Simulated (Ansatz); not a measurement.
Reaction (SMILES): [NH][SiH2][SiH2]N -> [NH-][SiH2][SiH2]N (an electron is taken up)
Structures are relaxed separately at B3LYP-D3(BJ)/def2-TZVP in Ansatz (a quantum-chemistry and plane-wave program), one conformer each, not searched for the lowest.

Property: adiabatic electron affinity (electronic energy difference), positive where the reaction releases energy, in eV. Valence correlation only, unless marked. UHF or UKS for open shells. No spin-orbit coupling. Non-relativistic unless marked X2C. Anions need diffuse functions: aug- sets have them; def2-D sets add few; the other sets have none. CBS marks a two-point X^-3 extrapolation of the correlation energy; Hartree-Fock from the larger set. The bracket is a focal-point correction in the basis named.

```tsv
level	program	adiabatic electron affinity (eV)	minus last row
PBE/def2-TZVPD	Ansatz	2.13	-0.24
BLYP-D3(BJ)/def2-TZVPD	Ansatz + dftd3	1.99	-0.38
B3LYP-D3(BJ)/def2-TZVPD	Ansatz + dftd3	2.12	-0.25
PBE0/STO-3G	Ansatz	-3.57	-5.94
PBE0/def2-SVP	Ansatz	1.74	-0.63
PBE0-D3(BJ)/def2-TZVP	Ansatz + dftd3	1.99	-0.38
r2SCAN0-D4/def2-TZVPD	Ansatz + dftd4	1.98	-0.39
r2SCAN0/def2-TZVPD	Ansatz	1.96	-0.41
HSE06-D3(BJ)/def2-TZVPD	Ansatz + dftd3	2.07	-0.30
LC-wPBE/def2-TZVPD	Ansatz	2.16	-0.21
B2PLYP-D3(BJ)/def2-TZVPD	Ansatz + dftd3	2.17	-0.20
PBE-QIDH/def2-TZVPD	Ansatz	2.20	-0.17
MP2/cc-pwCVTZ	Ansatz	2.31	-0.06
RI-MP2/cc-pV(T+d)Z	Ansatz	2.30	-0.07
SCS-MP2/aug-cc-pV(T+d)Z	Ansatz	2.42	0.05
CCSD/STO-3G	Ansatz	-5.03	-7.40
CCSD/6-31G*	Ansatz	1.22	-1.15
CCSD/cc-pV(Q+d)Z	Ansatz	2.05	-0.32
X2C-CCSD(T)/cc-pVTZ-DK	Ansatz	2.00	-0.37
CCSD(T) with core electrons (1s frozen past Ne)/cc-pwCVTZ	Ansatz	2.04	-0.33
RI-MP2/CBS(aug-cc-pV(T+d)Z,aug-cc-pV(Q+d)Z)+[CCSD(T)-MP2]/aug-cc-pV(T+d)Z	Ansatz	2.37	0.00
```
